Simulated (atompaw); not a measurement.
Pseudopotential generation for tellurium: PAW (atompaw), PBE, non-relativistic.

Te, PAW, made with atompaw 4.2.0.5 (PBE, non-relativistic). Core [Kr] 4d10, reference 5s1.75 5p4.25. Waves: 5s (bound): rc 1.60 bohr; 5s channel at 2.45 Ry: rc 1.60 bohr; 5p (bound): rc 1.95 bohr; 5p channel at 0.95 Ry: rc 1.95 bohr. Local part: bessel scheme, radius 1.75 bohr. Core correction: smooth core density matched at 1.90 bohr. Augmentation charge: besselshape compensation charge, radius 1.70 bohr; PAW radius 1.95 bohr; waves and projectors: custom rrkj vanderbiltortho.

All-electron outer shells of the reference configuration (PBE, non-relativistic, ld1.x):

```tsv
shell	level (eV)	outermost node (bohr)	outermost maximum (bohr)
4p	-112.10	0.39	0.75
4d	-44.01	0.36	0.81
5s	-14.12	0.95	1.87
5p	-6.14	1.01	2.20
```

What the tests gave:

- Cutoffs needed: 15 Ry and 30 Ry (the cutoffs (Ry, on a coarse ladder) from which the occupation-weighted sum of valence levels, in a spherical-Bessel basis at the reference potential, stays within 10 and 1 mRy of its value at 400 Ry)
- Ghost test: ghost state, extra bound levels that the all-electron valence spectrum of the same l lacks: s at -118.5 eV; a true bound ghost makes a file unfit for plane-wave use (spherical-Bessel basis up to 400 Ry, 20 bohr box)
- Lowest eigenvalue of the overlap operator: 0.55 (p channel)
- Overlap eigenvalues printed by atompaw (projector basis): 0.0781, 0.673, 540, 1.03e+03
- Share of each valence orbital outside the PAW sphere: 5s 57 %, 5p 75 %

Generation and tests took about 0.51 s on one core of a shared server CPU.
